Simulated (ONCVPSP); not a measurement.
# Before and after: ONCV potential for Cu (Z = 29)

- Element: copper
- Generator: ONCVPSP 4.0.1
- Type: optimised norm-conserving Vanderbilt (ONCV)
- Functional: LDA (Perdew-Wang 92)
- Relativity: scalar-relativistic
- Frozen core: [Ar]
- Valence charge: 11
- Reference configuration: 3d9 4s2
- Partial waves: 4s: rc 2.20 bohr, ncon 4, nbas 7, qcut 2.5 1/bohr, 2 projectors, debl 1.3 Ha; p scattering state at 0.32 Ha: rc 2.25 bohr, ncon 5, nbas 8, qcut 4.1 1/bohr, 2 projectors, debl 3.9 Ha; 3d: rc 0.90 bohr, ncon 4, nbas 9, qcut 17.4 1/bohr, 2 projectors, debl 1.1 Ha
- Local potential: polynomial inside 0.85 bohr (lpopt 5, dvloc0 0 Ha)
- Core correction: polynomial model core, fcfact 0.3

In the p channel the program set the typed energies aside and used 0.050, 3.950 Ha.

Change: d: rc 1.26.

Cutoffs: the cutoffs (Ha) at which the residual kinetic energy of the hardest occupied pseudo-wave falls to 1 and 0.1 mHa per electron; they do not see the model core or the augmentation charge, which bear on the density cutoff. Errors are all-electron minus pseudo energies relative to the spin-unpolarised reference configuration.

How do hardness, ghosts and transferability respond?

The potential gets softer (117 Ha and 132 Ha → 90 Ha and 105 Ha); both files keep a bound ghost (s); the errors of the 4 common tests hardly move. A larger radius leaves more room for a smooth pseudo-wave, so fewer plane waves are needed.

```csv
quantity,base,changed
"cutoff, loose",117 Ha,90 Ha
"cutoff, tight",132 Ha,105 Ha
loose cutoff by channel,"s 16 Ha, d 117 Ha","s 16 Ha, d 90 Ha"
bound ghosts,s,s
GHOST(+) flags under 300 eV,p at 94.4 eV,p at 94.4 eV
"error for 3d10 4s1, meV [ΔE -2.01 eV]",-68,-63
"error for 3d10 4s0, meV [ΔE 6.42 eV]",-128,-116
"error for 3d9 4s0, meV [ΔE 28.11 eV]",-49,-44
"error for 3d9 4s1, meV [ΔE 9.89 eV]",-8.0,-7.3
s: phases at 2.24 bohr within 0.05 rad from the reference energy up to (Ha; the scan ends near 5),3.0,3.0
p: phases at 2.29 bohr within 0.05 rad from the reference energy up to (Ha; the scan ends near 5),3.0,3.0
"rms error of d²Exc/dni dnj with the model core, mHa",4.95,4.72
```

 A true bound ghost makes a file unfit for plane-wave use even where its test errors are small: the radial tests pick states by their node count and pass the ghost by.
